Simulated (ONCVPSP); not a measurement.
**Reading a pseudo-wave (Ag)**

Columns: radius, all-electron u(r) and pseudo u(r) of the 4s shell (level -117.50 eV) of silver in the configuration [Ar] 3d10 4s2 4p6 4d9; PBEsol, scalar-relativistic, ONCV scheme, ONCVPSP 4.0.1.

| r (bohr) | all-electron | pseudo |
| --- | --- | --- |
| 0.072 | 0.3888 | 0.0762 |
| 0.145 | 0.1130 | 0.1625 |
| 0.217 | -0.5033 | 0.2633 |
| 0.290 | -0.6776 | 0.3841 |
| 0.362 | -0.4446 | 0.5192 |
| 0.435 | -0.0211 | 0.6651 |
| 0.507 | 0.4102 | 0.8075 |
| 0.580 | 0.7705 | 0.9383 |
| 0.652 | 1.0193 | 1.0428 |
| 0.725 | 1.1662 | 1.1154 |
| 0.798 | 1.2241 | 1.1500 |
| 0.870 | 1.2153 | 1.1468 |
| 0.942 | 1.1616 | 1.1104 |
| 1.015 | 1.0784 | 1.0461 |
| 1.088 | 0.9801 | 0.9627 |
| 1.160 | 0.8775 | 0.8696 |
| 1.232 | 0.7758 | 0.7730 |
| 1.305 | 0.6777 | 0.6770 |
| 1.378 | 0.5869 | 0.5868 |
| 1.450 | 0.5060 | 0.5059 |
| 1.522 | 0.4337 | 0.4336 |
| 1.595 | 0.3692 | 0.3691 |
| 1.668 | 0.3129 | 0.3128 |
| 1.740 | 0.2649 | 0.2648 |
| 1.812 | 0.2236 | 0.2235 |
| 1.885 | 0.1878 | 0.1877 |

(1) How many radial nodes do the two functions have?

(2) At about which radius was the pseudo-wave matched?

(3) Is the pseudo-wave norm-conserving?

## Answers

(1) The all-electron 4s function has n − l − 1 = 3 (the table is too coarse to show those close to the nucleus); the pseudo-wave has 0, since the states of the same l below it are removed with the core.

(2) 1.45 bohr, where the columns begin to agree (steps of 0.07 bohr).

(3) Yes: the ONCV scheme keeps the norm inside the radius equal to the all-electron one, which fixes the energy derivative of the logarithmic derivative at the level.
